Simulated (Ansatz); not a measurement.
Calculated with Ansatz (gas phase, PBE0-D4/def2-TZVP geometries, no zero-point term in ΔE). CCSD(T)/CBS adds triple-zeta CCSD(T) − MP2 to the extrapolated MP2 energy (def2 sets, frozen cores). For Br, Ge outer-core shells are correlated without core-valence functions, which leaves a few kJ/mol of doubt a bond. Scalar relativity is left out up to krypton. One conformer a species, not always the lowest.

`F[SiH2][S][GeH3]` + `C[O][AlH][Br]` → `[SiH3][S][GeH3]` + `C[O][Al]([F])[Br]`  (redistribution)

`F[SiH2][S][GeH3]`:

Z-matrix (Å, degrees):
```
Si
S 1 2.108
F 1 1.600 2 111.5
H 1 1.480 2 111.5 3 -118.3
H 1 1.479 2 106.8 3 118.2
Ge 2 2.236 1 98.9 3 65.4
H 6 1.533 2 109.4 1 -90.5
H 6 1.533 2 105.9 1 150.1
H 6 1.535 2 108.6 1 30.5
```

`C[O][AlH][Br]`:

Cartesian coordinates in Å:
```
C -0.859 -0.507 0.830
O -0.445 -0.237 -0.479
Al 0.854 0.516 -1.216
Br 2.479 1.392 0.080
H -1.827 -0.033 1.020
H -0.977 -1.587 0.966
H -0.144 -0.142 1.576
H 0.918 0.597 -2.777
```

`[SiH3][S][GeH3]`:

Z-matrix (Å, degrees):
```
Si
S 1 2.131
H 1 1.483 2 106.5
H 1 1.487 2 111.1 3 119.7
H 1 1.487 2 111.1 3 -119.7
Ge 2 2.227 1 98.2 3 -179.6
H 6 1.533 2 105.6 1 179.6
H 6 1.536 2 109.6 1 60.0
H 6 1.536 2 109.7 1 -60.8
```

`C[O][Al]([F])[Br]`:

```xyz
8

C    -0.483   -0.472   -1.125
O     0.115   -0.666    0.128
Al    0.618    0.300    1.384
F     1.289   -0.395    2.703
Br    0.402    2.522    1.322
H    -0.674    0.587   -1.335
H    -1.434   -1.009   -1.166
H     0.168   -0.867   -1.910
```

```
            species  CCSD(T)/CBS(def2) energy (Eh)
 `F[SiH2][S][GeH3]`                    -2865.87038
    `C[O][AlH][Br]`                    -2931.07194
  `[SiH3][S][GeH3]`                    -2766.60510
`C[O][Al]([F])[Br]`                    -3030.35080
```

(1) Work out ΔE.

Largest T1 diagnostic among the species: 0.012.

## Answers

(1) ΔE = (-2766.60510) + (-3030.35080) − (-2865.87038) − (-2931.07194) = -0.01358 Eh = -35.7 kJ/mol.

Leaving LDA and LC-ωPBE aside and taking each functional with its dispersion term where it has one, the values, not all of them listed here, spread over 10.8 kJ/mol, from PBE-QIDH to B97M-V. LDA lies +4.7 kJ/mol from PBE without D4. In def2-TZVPP, CCSD(T) changes the Hartree–Fock value by −4.8 kJ/mol (the triples alone add +0.3 kJ/mol) and MP2 by −5.7 kJ/mol.
